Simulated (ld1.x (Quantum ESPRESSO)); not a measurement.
# Wu–Cohen RRKJ dataset for lead, scalar-relativistic all-electron reference.

```json
{
 "Element": "lead",
 "Generator": "ld1.x (Quantum ESPRESSO) 7.5",
 "Type": "norm-conserving RRKJ (Kleinman–Bylander form)",
 "Functional": "Wu–Cohen",
 "Relativity": "scalar-relativistic",
 "Frozen core": "[Xe] 4f14",
 "Valence charge": "14",
 "Reference configuration": "5d10 6s2 6p2",
 "Partial waves": "6s (bound): rc 1.55 bohr; 6p (bound): rc 2.30 bohr; 5d (bound): rc 1.90 bohr",
 "Local potential": "the d channel",
 "Core correction": "none",
 "rho0": "0.005"
}
```

All-electron outer shells of the reference configuration (Wu–Cohen, scalar-relativistic, ld1.x):

```tsv
shell	level (eV)	outermost node (bohr)	outermost maximum (bohr)
4f	-132.91	–	0.35
5p	-85.79	0.49	0.88
5d	-21.12	0.52	1.07
6s	-12.10	1.01	1.95
6p	-3.50	1.18	2.63
```

Task: Does this generation succeed?

Result: No. ld1.x (Quantum ESPRESSO) 7.5 stopped with "compute_chi: n is too large": the Bessel-function wave could not be built (negative determinant in compute_phi), and the routine for χ then failed on it.
